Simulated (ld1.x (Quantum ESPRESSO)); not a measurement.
# Reading a pseudo-wave (N (Z = 7))

Columns: radius, all-electron u(r) and pseudo u(r) of the 2p shell (level -20.69 eV) of nitrogen in the configuration [He] 2s2 2p2; PBE, non-relativistic, PAW scheme, ld1.x (Quantum ESPRESSO) 7.5.

| r (bohr) | all-electron | pseudo |
| --- | --- | --- |
| 0.068 | 0.0420 | 0.0119 |
| 0.135 | 0.1334 | 0.0463 |
| 0.202 | 0.2434 | 0.1009 |
| 0.270 | 0.3567 | 0.1734 |
| 0.338 | 0.4624 | 0.2587 |
| 0.405 | 0.5546 | 0.3500 |
| 0.473 | 0.6341 | 0.4447 |
| 0.540 | 0.6988 | 0.5350 |
| 0.608 | 0.7515 | 0.6190 |
| 0.675 | 0.7911 | 0.6906 |
| 0.742 | 0.8193 | 0.7486 |
| 0.810 | 0.8373 | 0.7924 |
| 0.878 | 0.8460 | 0.8210 |
| 0.945 | 0.8468 | 0.8351 |
| 1.013 | 0.8409 | 0.8372 |
| 1.080 | 0.8295 | 0.8295 |
| 1.148 | 0.8134 | 0.8143 |
| 1.215 | 0.7939 | 0.7945 |
| 1.283 | 0.7713 | 0.7714 |
| 1.350 | 0.7468 | 0.7468 |
| 1.418 | 0.7203 | 0.7203 |
| 1.485 | 0.6931 | 0.6931 |
| 1.553 | 0.6648 | 0.6648 |
| 1.620 | 0.6366 | 0.6366 |
| 1.688 | 0.6079 | 0.6079 |
| 1.755 | 0.5799 | 0.5799 |

Question: How many radial nodes do the two functions have?

Answer: The all-electron 2p function has n − l − 1 = 0; the pseudo-wave has 0.

Question: At about which radius was the pseudo-wave matched?

Answer: 1.35 bohr. The columns agree to 0.0005 from 1.28 bohr on; several derivatives are matched, so the curves merge somewhat inside the radius.

Question: Is the pseudo-wave norm-conserving?

Answer: No, it belongs to a PAW set: the norm inside the radius is not constrained, and the difference is carried by the augmentation charge.
